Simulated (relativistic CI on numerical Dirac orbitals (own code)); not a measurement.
## Radial parameters of Xe XXV

Calculated at this level of theory: Dirac-Coulomb-Breit CI, KLI orbitals optimised for each configuration, model QED, unscaled Slater integrals (own radial code, finite nucleus).

Slater integrals F^k, G^k are unscaled and averaged over j, outside the closed core [Ar] 3d10; ζ comes from projecting the Hamiltonian with its Breit term on Σ l·s of the shell.

- 4s.4p: G^1(4s,4p) = 208460, ζ(4p) = 95492 cm⁻¹; <r>(4s) = 0.6315, <r^2>(4s) = 0.4475, <r>(4p) = 0.6481, <r^2>(4p) = 0.474 (bohr units).
- 4p2: F^2(4p,4p) = 158940, ζ(4p) = 95380 cm⁻¹; <r>(4p) = 0.6486, <r^2>(4p) = 0.4748 (bohr units).
- 4s.4d: G^2(4s,4d) = 152620, ζ(4d) = 11180 cm⁻¹; <r>(4s) = 0.6318, <r^2>(4s) = 0.4479, <r>(4d) = 0.6604, <r^2>(4d) = 0.4977 (bohr units).

Averages of the first 10 configurations, taken without configuration mixing, which lowers the lowest level and can move excited configurations by several eV; other configurations of the list can lie among them:

| Configuration | Parity | States | Average energy above the lowest level (eV) |
| --- | --- | --- | --- |
| 4s2 | even | 1 | 1.8 |
| 4s.4p | odd | 12 | 62.1 |
| 4p2 | even | 15 | 129.5 |
| 4s.4d | even | 20 | 158.4 |
| 4d2 | even | 45 | 317.9 |
| 4s.4f | odd | 28 | 253.0 |
| 4p.4d | odd | 60 | 222.7 |
| 4f2 | even | 91 | 505.9 |
| 4p.4f | even | 84 | 317.6 |
| 4d.4f | odd | 140 | 411.1 |
